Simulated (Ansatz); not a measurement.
A nudged elastic band was laid between two geometries of ClH + FGa (4 atoms, charge 0, multiplicity 1).

All numbers below come from Ansatz, UKS B3LYP-D4/def2-SVP.

* movable images: 7
* climbing image: yes
* spring: 5.0 eV/Å²
* optimiser: quadratic models (default)
* start path: through a guess of the saddle point
* force threshold: 0.03 eV/Å
* iteration limit: 60
* end points: relaxed

Image 0:

```xyz
4
Properties=species:S:1:pos:R:3
Ga -1.037 -1.285 -0.664
F -0.046 0.150 -1.247
H 0.519 0.649 0.302
Cl 0.564 0.486 1.608
```

Image 8:

```xyz
4
Properties=species:S:1:pos:R:3
Ga -0.949 -1.275 -0.020
F 0.244 0.537 -1.225
H 0.510 0.745 -0.333
Cl 0.195 -0.006 1.578
```

(1) Which bonds break or form, and what moves?

(2) What energy profile does the band end with?

(3) What is the geometry of the highest image?

(4) What are the harmonic wavenumbers there?

The band took 7 iterations and about 3 core-minutes.

Results:

(1) Bonds broken: Ga1–F2, H3–Cl4. Bonds formed: Ga1–Cl4, F2–H3. ClH + FGa becomes ClGa + FH.

(2) The forces met the threshold. The highest image is number 3 of 0 to 8, 0.103 eV above the first end and 0.313 eV above the last; the last end lies 0.210 eV below the first. A vibrational analysis at the climbing image gives one clearly imaginary mode, 371i cm⁻¹: a first-order saddle point. The orbitals were unrestricted but ended closed-shell.

```csv
image,path coordinate (Å),energy (eV),Ga1–F2 (Å),H3–Cl4 (Å),Ga1–Cl4 (Å)
0,0.00,0.000,1.84,1.32,3.30
1,0.19,0.012,1.86,1.33,3.06
2,0.39,0.058,1.90,1.37,2.86
3,0.58,0.103,1.98,1.47,2.73
4,0.73,0.058,2.06,1.59,2.65
5,0.88,-0.043,2.14,1.71,2.55
6,1.03,-0.138,2.24,1.82,2.46
7,1.19,-0.195,2.35,1.95,2.38
8,1.34,-0.210,2.48,2.08,2.34
```

(3) 
```xyz
4
Properties=species:S:1:pos:R:3
Ga -0.932 -1.195 -0.364
F 0.087 0.313 -1.149
H 0.433 0.578 0.033
Cl 0.412 0.304 1.480
```

(4) 371i, 222, 479, 848, 881, 1350 cm⁻¹.

Time of the run: 100 s on 2 threads of Intel(R) Xeon(R) Platinum 8259CL CPU @ 2.50GHz (Skylake/Cascade Lake) (shared host), peak memory 0.21 GiB.
